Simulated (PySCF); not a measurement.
Ligands exchanged one at a time, B NH2-H. Gas-phase values, no solvent. Strings in code marks are SMILES.

All values below come from PySCF with B3LYP-D3(BJ)/def2-TZVP. B3LYP has the VWN-RPA correlation part, as in Gaussian. Excitations are Tamm–Dancoff values on a coarser integration grid. The basis has no diffuse functions, so Rydberg states are missing or too high.

```csv
species,brightest of the four lowest singlets (TDA) (eV),T1 excitation (TDA) (eV),S1 oscillator strength,HOMO (eV),S1 excitation (TDA) (eV)
0 of 3 NH2 replaced by H (`NB(N)N`),6.86,5.50,…,…,5.76
1 of 3 NH2 replaced by H,8.06,5.94,…,-6.63,6.23
2 of 3 NH2 replaced by H (`NB`),8.41,6.04,0.000,-8.42,7.28
3 of 3 NH2 replaced by H (`B`),–,–,–,…,–
```

**Question.** Some entries are withheld; supply them.

**Answer.** 
- 0 of 3 NH2 replaced by H (`NB(N)N`), S1 oscillator strength: 0.000
- 0 of 3 NH2 replaced by H (`NB(N)N`), HOMO (eV): -6.29
- 1 of 3 NH2 replaced by H, S1 oscillator strength: 0.000
- 3 of 3 NH2 replaced by H (`B`), HOMO (eV): -9.75
